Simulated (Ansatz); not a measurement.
`[CH3][Sn]([F])[SH]`, charge 0, multiplicity 2.

Problem. Give a relaxed structure at PBE0-D4/def2-TZVP (Ansatz 0.2.0). (An estimate is asked.)

Solution. Computed: 
Z-matrix (Å, degrees):
```
C
Sn 1 2.168
H 1 1.088 2 109.6
H 1 1.089 2 109.0 3 -121.4
H 1 1.091 2 105.6 3 119.4
F 2 1.941 1 103.8 3 -76.3
S 2 2.424 1 109.4 3 175.8
H 7 1.345 2 90.9 1 136.7
```
